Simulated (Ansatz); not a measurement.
Calculated with Ansatz (gas phase, PBE0-D4/def2-TZVP geometries, no zero-point term in ΔE). CCSD(T)/CBS is the MP2 limit (def2-TZVPP, def2-QZVPP) plus CCSD(T) − MP2 in def2-TZVPP, frozen cores. DFT in def2-TZVPP. B3LYP here is the variant with VWN-RPA as its local correlation; programs differ in this. HSE06 is defined as in plane-wave codes. For Ge outer-core shells are correlated without core-valence functions, which leaves a few kJ/mol of doubt a bond. Scalar relativity is left out up to krypton. Each species was taken in one conformer, which may not be the lowest.

Consider the cleavage of the B–Si bond: `B[SiH2]OC` + `[NH2][GeH3]` → `B[NH][GeH3]` + `CO[SiH3]`.

```tsv
level	ΔE (kJ/mol)	difference from CCSD(T)/CBS
LDA (SPW92)	-179.3	-6.7
PBE-D4	-167.2	5.4
revPBE-D4	-165.1	7.5
BLYP-D4	-174.5	-1.9
r2SCAN-D4	-171.4	1.2
B97M-V	-165.9	6.7
PBE0-D4	-167.9	4.7
B3LYP-D4	-175.2	-2.6
r2SCANh-D4	-171.8	0.8
HSE06-D4	-168.0	4.6
BHLYP-D4	-176.5	-3.9
CAM-B3LYP-D4	-178.8	-6.2
ωB97X-V	-169.9	2.7
ωB97M-V	-176.4	-3.8
B2PLYP	-177.7	-5.1
PBE-QIDH	-173.8	-1.2
revPBE	-161.7	10.9
BLYP	-173.1	-0.5
r2SCAN	-171.4	1.2
PBE0	-167.5	5.1
B3LYP	-174.3	-1.7
r2SCANh	-171.8	0.8
r2SCAN0	-172.3	0.3
HSE06	-167.7	4.9
BHLYP	-176.1	-3.5
CAM-B3LYP	-178.5	-5.9
LC-ωPBE	-169.4	3.2
RPA@PBE/def2-TZVPP	-175.5	-2.9
HF/def2-SVP	-182.2	-9.6
MP2/def2-SVP	-198.0	-25.4
CCSD/def2-SVP	-189.8	-17.2
CCSD(T)/def2-SVP	-192.2	-19.6
MP2/def2-TZVPP	-182.3	-9.7
SCS-MP2/def2-TZVPP	-180.3	-7.7
CCSD/def2-TZVPP	-173.4	-0.8
CCSD(T)/def2-TZVPP	-175.2	-2.6
HF/def2-QZVPP	-172.7	-0.1
MP2/def2-QZVPP	-180.9	-8.3
SCS-MP2/def2-QZVPP	-178.8	-6.2
HF/CBS(def2)	-172.7	-0.1
CCSD(T)/CBS	-172.6	0
```

Largest T1 diagnostic among the species: 0.013.

Leaving LDA and LC-ωPBE aside and taking each functional with its dispersion term where it has one, the values spread over 13.7 kJ/mol, from CAM-B3LYP-D4 to revPBE-D4. LDA lies −12.7 kJ/mol from PBE without D4. From BLYP to BHLYP (50 % exact exchange), in def2-TZVPP and without D4, ΔE moves by −3.0 kJ/mol.
